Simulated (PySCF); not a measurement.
A species of formula C6H7NOS has this rotational fingerprint, computed with PySCF, PBE0-D3(BJ)/def2-SVP geometry optimisation, gas phase:

```
Rotational constants : A = 3222, B = 961.3, C = 819.2 MHz
Dipole components    : |μa| = 0.27 D, |μb| = 3.22 D, |μc| = 0.77 D
Inertial defect      : -65.65 u·Å²
κ                    : -0.88
```

Question: Which structure is it? (One computed conformer of each.)
A. `[CH3:1][S@@:2](=[O:3])[c:4]1[cH:5][cH:6][n:7][cH:8][cH:9]1` with C1–S2–C4–C5 76°
B. `[CH3:1][S@@:2](=[O:3])[c:4]1[cH:5][cH:6][cH:7][cH:8][n:9]1` with C1–S2–C4–C5 -121°

Answer: A. It is C[S@@](=O)c1ccncc1, an asymmetric top, point group C1. The candidates at the same level (rigid rotor, commonest isotopes):

```json
{"SMILES": "C[S@@](=O)c1ccncc1", "A (MHz)": "3222", "B (MHz)": "961.3", "C (MHz)": "819.2", "μa (D)": "0.27", "μb (D)": "3.22", "μc (D)": "0.77", "Δ (u·Å²)": "-65.65", "point group": "C1", "rotor": "asymmetric top"}
{"SMILES": "C[S@@](=O)c1ccccn1", "A (MHz)": "3160", "B (MHz)": "1017", "C (MHz)": "831.6", "μa (D)": "3.17", "μb (D)": "1.53", "μc (D)": "0.93", "Δ (u·Å²)": "-49.09", "point group": "C1", "rotor": "asymmetric top"}
```

`C[S@@](=O)c1ccccn1` has B 6 % too high. No structure here is proved a minimum.
